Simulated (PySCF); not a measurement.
Species: C3H14GeSi2.
Bonds: C1–C2, C2–C3, C3–Si4, Si4–Si5, Si5–Ge6. Hydrogens: H7, H8, H9 on C1; H10, H11 on C2; H12, H13 on C3; H14, H15 on Si4; H16, H17 on Si5; H18, H19, H20 on Ge6.

Method used: PySCF 2.14.0, PBE0-D3(BJ)/def2-SVP geometry optimisation, gas phase.

(1) List the bond lengths, angles and torsions at this level.

## Answers

(1) 
| bond | length (Å) | order |
| --- | --- | --- |
| C1–C2 | 1.521 | single |
| C2–C3 | 1.528 | single |
| C3–Si4 | 1.891 | single |
| Si4–Si5 | 2.348 | single |
| Si5–Ge6 | 2.384 | single |
| C1–H7, C1–H8, C1–H9 | 1.102 | single |
| C2–H10, C2–H11 | 1.105 | single |
| C3–H12, C3–H13 | 1.105 | single |
| Si4–H14, Si4–H15 | 1.498 | single |
| Si5–H16, Si5–H17 | 1.498 | single |
| Ge6–H18, Ge6–H19, Ge6–H20 | 1.542 | single |

Bonds in one row agree within 0.01 Å and their mean is given. Orders are formal, as drawn. A selection of angles:
| angle | degrees |
| --- | --- |
| C2–C1–H7 | 111.6 |
| H7–C1–H8 | 107.7 |
| C1–C2–C3 | 113.3 |
| C1–C2–H10 | 109.2 |
| C3–C2–H10 | 109.5 |
| H10–C2–H11 | 105.4 |
| C2–C3–Si4 | 114.1 |
| C2–C3–H12 | 110.5 |
| Si4–C3–H12 | 108.3 |
| H12–C3–H13 | 105.7 |
| C3–Si4–Si5 | 109.2 |
| C3–Si4–H14 | 110.7 |
| C3–Si4–H15 | 110.5 |
| Si5–Si4–H14 | 110.0 |
| Si5–Si4–H15 | 108.3 |
| H14–Si4–H15 | 108.1 |
| Si4–Si5–Ge6 | 108.4 |
| Si4–Si5–H16 | 111.0 |
| Ge6–Si5–H16 | 108.5 |
| Ge6–Si5–H17 | 109.4 |
| H16–Si5–H17 | 108.0 |
| Si5–Ge6–H18 | 110.4 |
| Si5–Ge6–H19 | 112.2 |
| H18–Ge6–H19 | 108.3 |

Torsions: C1–C2–C3–Si4 179° (antiperiplanar); C2–C3–Si4–Si5 -58° (synclinal); C3–Si4–Si5–Ge6 -46° (synclinal). The mirror-image conformer, all signs reversed, is as good.

Of the pairs four or more bonds apart, Si5···H10 is among the closest relative to their van der Waals radii: 3.19 Å, 97 % of the sum of Bondi's values. Ge6 (germanium bonded to Si and 3 H) is tetrahedral (angles from 107.7° to 112.2°). Si5 (SiH2 silicon) is tetrahedral (angles from 108.0° to 111.5°). Si4 (SiH2 silicon) is tetrahedral (angles from 108.1° to 110.7°).

Point group: C1 (no symmetry element, even within 0.4 Å). Not checked by PBE0-D3(BJ)/def2-SVP frequencies. One conformer, not necessarily the lowest.

Hardware: one thread, Arm Neoverse V1, no GPU (shared host). Cost: 3.5 min wall. This is the geometry optimisation.
